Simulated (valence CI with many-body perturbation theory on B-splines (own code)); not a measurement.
# Level structure of Ge8+

Calculated by valence CI with perturbative core correlation (CI+MBPT): six valence electrons over a frozen Dirac-Fock core [Ar], a basis of 7 s, 7 p, 8 d, 6 f, 4 g, 1 h functions for each j, with the one-electron correlation potential Σ1, the two-electron term Σ2, the three-electron term Σ3, Breit, model QED; selected CI, second order for the rest, scaled by the run's own slope (own B-spline code, finite nucleus).

No measured spectrum was set against this ion. As an estimate, terms of the open shell hold to 2 to 4 % of their energy, and close levels can change places; different configurations can be misplaced against each other by 1,000 to 8,000 cm⁻¹. Among the levels kept, up to 370 cm⁻¹ of a level comes from second order outside the variational space, and about a tenth of that is noise between levels of different J, which matters for small intervals. Only levels of the ground parity were solved; by the run's estimate the other parity begins above the list, which can be wrong where configurations are misplaced.

Levels 1 to 30 of 30, with energies above the lowest level, 3d⁶ ⁵D_4. "Leading %" is the weight of the configuration and term that name the level; weights of strongly mixed levels are sums over their largest components and can fall short. Lifetimes count E1, E2, E3, M1 and M2 decay at the calculated energies, and are blank where another channel may lead or the interval is too uncertain; long ones can be off by a factor of two.

| No. | Configuration | Term | J | E (cm⁻¹) | Leading % | Second component | Lifetime |
| --- | --- | --- | --- | --- | --- | --- | --- |
| 1 | 3d⁶ | ⁵D | 4 | 0.0 | 99 |  |  |
| 2 | 3d⁶ | ⁵D | 3 | 2502 | 99 |  | 1.84 s |
| 3 | 3d⁶ | ⁵D | 2 | 4052 | 98 |  | 4.18 s |
| 4 | 3d⁶ | ⁵D | 1 | 5035 | 98 |  | 11.2 s |
| 5 | 3d⁶ | ⁵D | 0 | 5521 | 98 |  | 54.1 s |
| 6 | 3d⁶ | ³P | 2 | 38153 | 97 |  | 35.7 ms |
| 7 | 3d⁶ | ³H | 6 | 38550 | 98 |  | 19000 s |
| 8 | 3d⁶ | ³H | 4 | 39565 | 63 | 20 % 3d⁶ ³F | 146 ms |
| 9 | 3d⁶ | ³H | 5 | 39571 | 90 | 9 % 3d⁶ ³G | 25.7 s |
| 10 | 3d⁶ | ³F | 4 | 42846 | 65 | 30 % 3d⁶ ³H | 48.0 ms |
| 11 | 3d⁶ | ³F | 3 | 43591 | 88 | 11 % 3d⁶ ³G | 55.4 ms |
| 12 | 3d⁶ | ³F | 2 | 44578 | 98 |  | 117 ms |
| 13 | 3d⁶ | ³P | 1 | 45156 | 97 |  | 24.1 ms |
| 14 | 3d⁶ | ³P | 0 | 47058 | 92 | 6 % 3d⁶ ¹S | 26.9 ms |
| 15 | 3d⁶ | ³G | 5 | 48609 | 90 | 9 % 3d⁶ ³H | 220 ms |
| 16 | 3d⁶ | ³G | 4 | 50863 | 85 | 10 % 3d⁶ ³F | 216 ms |
| 17 | 3d⁶ | ³G | 3 | 51619 | 88 | 11 % 3d⁶ ³F | 150 ms |
| 18 | 3d⁶ | ¹I | 6 | 59483 | 98 |  | 135 ms |
| 19 | 3d⁶ | ³D | 2 | 60970 | 92 | 5 % 3d⁶ ¹D | 72.8 ms |
| 20 | 3d⁶ | ³D | 1 | 61466 | 98 |  | 57.5 ms |
| 21 | 3d⁶ | ³D | 3 | 61860 | 98 |  | 47.0 ms |
| 22 | 3d⁶ | ¹G | 4 | 62875 | 93 |  | 33.0 ms |
| 23 | 3d⁶ | ¹S | 0 | 72002 | 92 | 8 % 3d⁶ ³P | 15.3 ms |
| 24 | 3d⁶ | ¹D | 2 | 72477 | 91 | 6 % 3d⁶ ³D | 34.0 ms |
| 25 | 3d⁶ | ¹F | 3 | 84319 | 94 | 4 % 3d⁶ ³F |  |
| 26 | 3d⁶ | ³P | 0 | 96791 | 98 |  |  |
| 27 | 3d⁶ | ³P | 1 | 98816 | 99 |  |  |
| 28 | 3d⁶ | ³F | 4 | 100850 | 97 |  |  |
| 29 | 3d⁶ | ³F | 2 | 100870 | 99 |  | 22.9 ms |
| 30 | 3d⁶ | ³F | 3 | 101750 | 95 |  |  |

Names give the largest LS component (configuration and term), which can be under half, so a name can repeat, a term be missing and a line seem to break the LS rules; names also repeat where a configuration has a term twice.

The ionisation energy to 3d⁵ ⁶S5/2 of the next ion comes out as 206.25 eV (NIST: 212.5 ± 2.1 eV (theoretical), further off than twice its uncertainty). All 30 levels together are meant to be complete up to 102570 cm⁻¹.
